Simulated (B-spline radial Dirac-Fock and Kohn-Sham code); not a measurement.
**Two-hole binding energies of Au¹⁷⁺**

System: the Au¹⁷⁺ ion in the configuration [Kr] 4d10 4f14 5s2.

The run's input, task.json:

```json
{"items": [{
  "Z": 79,
  "q": 17,
  "cfg": [[1, 0, 2], [2, 0, 2], [2, 1, 6], [3, 0, 2], [3, 1, 6], [3, 2, 10], [4, 0, 2], [4, 1, 6], [4, 2, 10], [4, 3, 14], [5, 0, 2]],
  "A": 197,
  "rrms": 5.4371,
  "do": ["binding", "quiet", "double"]
}]}
```

Command: `python xray_run.py task.json out`

Level of theory: Dirac-Fock ΔSCF + Breit + QED; a radial finite-basis atomic code. U is the two-hole binding energy less the two single-hole energies, the effective repulsion of the holes after relaxation. Each two-hole energy is an average over J within one jj subconfiguration.

```csv
holes,E(a) (eV),E(b) (eV),E(ab) (eV),U (eV)
1s⁻²,81125.3,81125.3,163815.6,1564.9
1s⁻¹ 2p3/2⁻¹,81125.3,12318.1,93827.7,384.3
1s⁻¹ 3p3/2⁻¹,81125.3,3138.7,84396.6,132.6
1s⁻¹ 3d3/2⁻¹,81125.3,2683.0,83937.0,128.7
1s⁻¹ 3d5/2⁻¹,81125.3,2597.3,83845.9,123.2
2p1/2⁻¹ 2p3/2⁻¹,14133.8,12318.1,26735.7,283.7
2p1/2⁻¹ 3s⁻¹,14133.8,3823.3,18073.1,116.1
2p1/2⁻¹ 3d5/2⁻¹,14133.8,2597.3,16854.5,123.4
2p3/2⁻¹ 3p1/2⁻¹,12318.1,3544.3,15985.4,122.9
2p3/2⁻¹ 3d5/2⁻¹,12318.1,2597.3,15034.3,118.8
4d3/2⁻²,734.9,734.9,1513.3,43.5
4f5/2⁻²,463.0,463.0,968.5,42.5
4f5/2⁻¹ 4f7/2⁻¹,463.0,459.2,?,?
4f7/2⁻²,459.2,459.2,960.9,42.5
```

Task: Give the missing two-hole energy and U.

Result: E(ab) = 965.4 eV and U = 43.3 eV.

Values without a named source are computed, but for edge energies of neutral atoms, which are taken from tables.
